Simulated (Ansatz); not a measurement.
Two isomers of C2H6ClFSi: A = `FC[SiH2]CCl`, B = `C[Si](C)(F)Cl`.

Computed with Ansatz on PBE0-D4/def2-TZVP structures; ΔE is electronic, products minus reactants. CBS: MP2 limit from def2 TZ/QZ plus the TZ coupled-cluster correction, frozen cores. DFT in def2-TZVPP. B3LYP here is the variant with VWN-RPA as its local correlation; programs differ in this. One conformer a species, not always the lowest.

(1) Which is lower in electronic energy at CCSD(T)/CBS, and by how much? (Best estimate.)

(2) Give E(B) − E(A) in kcal/mol with B2PLYP, PBE-D4, B3LYP, CCSD/def2-TZVPP, CCSD(T)/def2-SVP, ωB97M-V, CCSD(T)/def2-TZVPP. (An estimate is asked.)

(3) Does the order hold for the free energy at 298.15 K (harmonic terms from PBE0-D4)? (Estimate.)

Largest T1 diagnostic: 0.011.

Answers

(1) Computed: B, by 108.6 kcal/mol.

(2) The calculation gave: B2PLYP -107.6, PBE-D4 -102.7, B3LYP -105.0, CCSD/def2-TZVPP -107.8, CCSD(T)/def2-SVP -100.8, ωB97M-V -107.6, CCSD(T)/def2-TZVPP -107.3. None reverses the order clearly.

(3) Computed: Yes: G(B) − G(A) = -106.1 kcal/mol, for one conformer each. Modes under 60 cm⁻¹, often nearly free rotors, make the harmonic entropy too high.

From BLYP to BHLYP (50 % exact exchange), in def2-TZVPP and without D4, E(B) − E(A) moves by −6.1 kcal/mol. Leaving LDA and LC-ωPBE aside and taking each functional with its dispersion term where it has one, the values, not all of them listed here, spread over 9.0 kcal/mol, from B97M-V to revPBE-D4. LDA lies −1.7 kcal/mol from PBE without D4.
